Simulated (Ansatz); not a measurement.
Molecular dynamics of BFH4N2

The input (input.yaml):

```yaml
crystal:
  periodic: [false, false, false]
  atoms:
    - { symbol: B, position_ang: [-0.005267, 0.042473, -0.109542] }
    - { symbol: F, position_ang: [-0.021386, 0.172714, 1.232351] }
    - { symbol: "N", position_ang: [1.245435, 0.112826, -0.758484] }
    - { symbol: H, position_ang: [1.376993, 0.026938, -1.755437] }
    - { symbol: H, position_ang: [2.097501, 0.256172, -0.234862] }
    - { symbol: "N", position_ang: [-1.240307, -0.154255, -0.762393] }
    - { symbol: H, position_ang: [-2.104986, -0.195684, -0.241467] }
    - { symbol: H, position_ang: [-1.347984, -0.261185, -1.760166] }
basis:
  gaussian: { orbitals: def2-SVP }
hamiltonian:
  xc: cam_b3lyp
  dispersion: d4
md:
  timestep: 0.5
  n_steps: 500
  ensemble: nve
  temperature: 100.0
  initial_velocities: maxwell_boltzmann
  seed: 991577
  masses: [{ species: H, mass: 10.0 }]
```

Launched with:

```bash
$ ansatz run input.yaml --threads 2 --pin off --max-ram 3072MiB --backend cpu --events-out ev --progress --plain --runs-dir out
```

It starts from a relaxed structure.

Output, in part (step lines, the closing report, with atoms numbered from 0):

```
md step     0: t =     0.00 fs  T =   100.0 K  F+E_penalty+E_count = -6435.27759638 eV  E_kin = 0.077556 eV  conserved = -6435.20004038 eV  (24 SCF iters)
md step     1: t =     0.50 fs  T =    99.8 K  F+E_penalty+E_count = -6435.27742594 eV  E_kin = 0.077386 eV  conserved = -6435.20004009 eV  (23 SCF iters)
md step     2: t =     1.00 fs  T =    99.1 K  F+E_penalty+E_count = -6435.27691977 eV  E_kin = 0.076881 eV  conserved = -6435.20003885 eV  (22 SCF iters)
md step     3: t =     1.50 fs  T =    98.1 K  F+E_penalty+E_count = -6435.27609882 eV  E_kin = 0.076062 eV  conserved = -6435.20003665 eV  (21 SCF iters)
md step     4: t =     2.00 fs  T =    96.7 K  F+E_penalty+E_count = -6435.27499788 eV  E_kin = 0.074964 eV  conserved = -6435.20003381 eV  (21 SCF iters)
md step     5: t =     2.50 fs  T =    94.9 K  F+E_penalty+E_count = -6435.27366253 eV  E_kin = 0.073632 eV  conserved = -6435.20003042 eV  (22 SCF iters)
md step     6: t =     3.00 fs  T =    93.0 K  F+E_penalty+E_count = -6435.27214649 eV  E_kin = 0.072120 eV  conserved = -6435.20002682 eV  (22 SCF iters)
md step     7: t =     3.50 fs  T =    90.9 K  F+E_penalty+E_count = -6435.27050749 eV  E_kin = 0.070484 eV  conserved = -6435.20002320 eV  (21 SCF iters)
[... lines left out ...]
md step   497: t =   248.50 fs  T =    51.2 K  F+E_penalty+E_count = -6435.23975753 eV  E_kin = 0.039730 eV  conserved = -6435.20002715 eV  (20 SCF iters)
md step   498: t =   249.00 fs  T =    50.7 K  F+E_penalty+E_count = -6435.23936210 eV  E_kin = 0.039334 eV  conserved = -6435.20002774 eV  (19 SCF iters)
md step   499: t =   249.50 fs  T =    50.2 K  F+E_penalty+E_count = -6435.23899132 eV  E_kin = 0.038963 eV  conserved = -6435.20002840 eV  (20 SCF iters)
md step   500: t =   250.00 fs  T =    49.8 K  F+E_penalty+E_count = -6435.23863552 eV  E_kin = 0.038606 eV  conserved = -6435.20002913 eV  (24 SCF iters)
Total energy: -6435.23874003 eV, -236.4906617346 hartree
Atom 0 at    -0.007892     0.019678    -0.103740 Å, force     0.272411    -0.133213    -0.250487 eV/Å
Atom 1 at    -0.024434     0.144193     1.233534 Å, force     0.105285     0.135075     0.161111 eV/Å
Atom 2 at     1.255041     0.077425    -0.759258 Å, force    -0.238742     0.035058    -0.125687 eV/Å
Atom 3 at     1.444272    -0.016538    -1.748940 Å, force    -0.379346    -0.031434     0.026023 eV/Å
Atom 4 at     2.081946     0.384175    -0.276770 Å, force     0.142376     0.000573     0.399573 eV/Å
Atom 5 at    -1.246439    -0.200809    -0.740449 Å, force    -0.295341     0.077067    -0.336619 eV/Å
Atom 6 at    -2.138076    -0.142680    -0.259716 Å, force     0.280941    -0.057303     0.130288 eV/Å
Atom 7 at    -1.362856    -0.205096    -1.744678 Å, force     0.112416    -0.025823    -0.004203 eV/Å
Dipole moment:    -0.009251     0.068735    -0.507769 e Å
```

The steps, from the saved trajectory:

```json
{"time (fs)": "0.0", "T (K)": "100", "potential energy less start (eV)": "0.000", "conserved less start (meV/atom)": "0.00"}
{"time (fs)": "8.0", "T (K)": "74", "potential energy less start (eV)": "0.020", "conserved less start (meV/atom)": "0.00"}
{"time (fs)": "16.0", "T (K)": "48", "potential energy less start (eV)": "0.041", "conserved less start (meV/atom)": "0.00"}
{"time (fs)": "24.0", "T (K)": "39", "potential energy less start (eV)": "0.047", "conserved less start (meV/atom)": "0.00"}
{"time (fs)": "32.0", "T (K)": "40", "potential energy less start (eV)": "0.047", "conserved less start (meV/atom)": "0.00"}
{"time (fs)": "40.0", "T (K)": "48", "potential energy less start (eV)": "0.041", "conserved less start (meV/atom)": "0.00"}
{"time (fs)": "48.0", "T (K)": "37", "potential energy less start (eV)": "0.049", "conserved less start (meV/atom)": "0.00"}
{"time (fs)": "56.0", "T (K)": "31", "potential energy less start (eV)": "0.053", "conserved less start (meV/atom)": "0.00"}
{"time (fs)": "64.0", "T (K)": "36", "potential energy less start (eV)": "0.050", "conserved less start (meV/atom)": "0.00"}
{"time (fs)": "72.0", "T (K)": "55", "potential energy less start (eV)": "0.035", "conserved less start (meV/atom)": "0.00"}
{"time (fs)": "80.0", "T (K)": "68", "potential energy less start (eV)": "0.025", "conserved less start (meV/atom)": "0.00"}
{"time (fs)": "88.0", "T (K)": "43", "potential energy less start (eV)": "0.044", "conserved less start (meV/atom)": "0.00"}
{"time (fs)": "96.0", "T (K)": "32", "potential energy less start (eV)": "0.053", "conserved less start (meV/atom)": "0.00"}
{"time (fs)": "104.0", "T (K)": "46", "potential energy less start (eV)": "0.042", "conserved less start (meV/atom)": "0.00"}
{"time (fs)": "112.0", "T (K)": "65", "potential energy less start (eV)": "0.027", "conserved less start (meV/atom)": "0.00"}
{"time (fs)": "120.0", "T (K)": "78", "potential energy less start (eV)": "0.017", "conserved less start (meV/atom)": "0.00"}
{"time (fs)": "128.0", "T (K)": "67", "potential energy less start (eV)": "0.025", "conserved less start (meV/atom)": "0.00"}
{"time (fs)": "136.0", "T (K)": "47", "potential energy less start (eV)": "0.041", "conserved less start (meV/atom)": "0.00"}
{"time (fs)": "144.0", "T (K)": "46", "potential energy less start (eV)": "0.042", "conserved less start (meV/atom)": "0.00"}
{"time (fs)": "152.0", "T (K)": "52", "potential energy less start (eV)": "0.037", "conserved less start (meV/atom)": "0.00"}
{"time (fs)": "160.0", "T (K)": "45", "potential energy less start (eV)": "0.043", "conserved less start (meV/atom)": "0.00"}
{"time (fs)": "168.0", "T (K)": "30", "potential energy less start (eV)": "0.054", "conserved less start (meV/atom)": "0.00"}
{"time (fs)": "176.0", "T (K)": "29", "potential energy less start (eV)": "0.055", "conserved less start (meV/atom)": "0.00"}
{"time (fs)": "184.0", "T (K)": "50", "potential energy less start (eV)": "0.039", "conserved less start (meV/atom)": "0.00"}
{"time (fs)": "192.0", "T (K)": "61", "potential energy less start (eV)": "0.030", "conserved less start (meV/atom)": "0.00"}
{"time (fs)": "200.0", "T (K)": "60", "potential energy less start (eV)": "0.031", "conserved less start (meV/atom)": "0.00"}
{"time (fs)": "208.0", "T (K)": "48", "potential energy less start (eV)": "0.040", "conserved less start (meV/atom)": "0.00"}
{"time (fs)": "216.0", "T (K)": "37", "potential energy less start (eV)": "0.049", "conserved less start (meV/atom)": "0.00"}
{"time (fs)": "224.0", "T (K)": "59", "potential energy less start (eV)": "0.032", "conserved less start (meV/atom)": "0.00"}
{"time (fs)": "232.0", "T (K)": "70", "potential energy less start (eV)": "0.023", "conserved less start (meV/atom)": "0.00"}
{"time (fs)": "240.0", "T (K)": "63", "potential energy less start (eV)": "0.028", "conserved less start (meV/atom)": "0.00"}
{"time (fs)": "248.0", "T (K)": "52", "potential energy less start (eV)": "0.037", "conserved less start (meV/atom)": "0.00"}
```

All steps were run. The conserved energy stayed within 0.0037 meV per atom of its start (net change 0.0014 meV per atom), so the integration is sound. Over the second half the temperature averaged 0.51 of the 100 K drawn at the start: a run that starts near a minimum puts about half its kinetic energy into the potential. A run of 0.25 ps of so small a system gives no equilibrium averages.

The same pairs are bonded in the first frame and the last. Pairs count as bonded within 1.25 times the sum of covalent radii (0.12 Å more for H–H).

Last frame:

```xyz
8
Properties=species:S:1:pos:R:3
B -0.008 0.020 -0.104
F -0.024 0.144 1.234
N 1.255 0.077 -0.759
H 1.444 -0.017 -1.749
H 2.082 0.384 -0.277
N -1.246 -0.201 -0.740
H -2.138 -0.143 -0.260
H -1.363 -0.205 -1.745
```

The run took 8.1 min on 2 threads of Arm Neoverse V2, with other jobs on the host, peak memory 0.15 GiB.
